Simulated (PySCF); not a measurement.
## TDDFT excited states: C2H2BrF

Compound: 1,1-bromofluoroethene, C2H2BrF.
Geometry (PBE0-D3(BJ)/def2-SVP, Å), atoms numbered from 1 in this order:
```
atom  x, y, z in Å
C1    -0.771    0.137    0.000
C2     0.545   -0.010   -0.081
F3     1.302    0.725   -0.871
Br4    1.543   -1.260    0.899
H5    -1.362   -0.490    0.665
H6    -1.258    0.898   -0.613
```

Computed with PySCF 2.14.0, density-fitted response routines, TDDFT CAM-B3LYP/def2-SVPD, vertical, gas phase, core orbitals frozen in the response. Relativistic effects, spin–orbit coupling among them, are left out although an element past zinc is present.

| state | E (eV) | E (kJ/mol) | λ (nm) | f | symmetry | main configurations (H = HOMO, L = LUMO) |
| --- | --- | --- | --- | --- | --- | --- |
| S1 | 5.82 | 561 | 213.1 | 0.0000 | – | H→L (86%) |
| S2 | 6.78 | 655 | 182.8 | 0.221 | A′ | H→L+1 (74%), H-1→L (21%) |
| S3 | 6.89 | 665 | 180.0 | 0.090 | A′ | H-1→L (69%), H→L+1 (22%) |
| S4 | 7.12 | 687 | 174.0 | 0.0000 | – | H→L+2 (92%) |
| S5 | 7.39 | 713 | 167.7 | 0.0004 | – | H-1→L+1 (98%) |
| S6 | 7.82 | 754 | 158.6 | 0.0040 | A″ | H-2→L (78%) |
| S7 | 8.17 | 789 | 151.7 | 0.053 | A″ | H→L+3 (75%) |
| S8 | 8.36 | 806 | 148.4 | 0.011 | A″ | H→L+4 (83%) |
| S9 | 8.41 | 812 | 147.4 | 0.025 | A′ | H-1→L+2 (54%), H-2→L+1 (26%), H-1→L+3 (8%) |
| S10 | 8.51 | 821 | 145.6 | 0.018 | A″ | H→L+6 (63%), H→L+8 (14%) |

Triplets (Tamm–Dancoff): T1 4.20 eV, H→L+1 (84%), H-2→L+1 (9%); T2 5.31 eV, H→L (82%); T3 6.08 eV, H-1→L (84%); T4 6.96 eV, H→L+2 (91%).

The lowest singlet comes at 213 nm (561 kJ/mol) in the ultraviolet; it is dark (f under 0.0005); its leading configuration is HOMO→LUMO (86%). The strongest level in the table is S2 at 6.78 eV (183 nm, f = 0.221). Löwdin shares by element: HOMO carbon 54%, bromine 34%, fluorine 6%; LUMO bromine 69%, carbon 20% or more. The oscillator strengths of these states sum to 0.423; summed over the whole spectrum of an exact calculation they would give the number of electrons, 58 (Thomas–Reiche–Kuhn). Of the 10 states listed, 6 reach f = 0.01 and 3 stay under 0.0005. Weighted by f, the mean energy of these states is 7.20 eV. All these states lie below the vertical ionisation energy of 10.00 eV (ΔSCF). Symmetry labels in Cs follow from the direction of the transition dipole and are given only for states with f of 0.002 or more. The window holds the lowest 10 singlets.
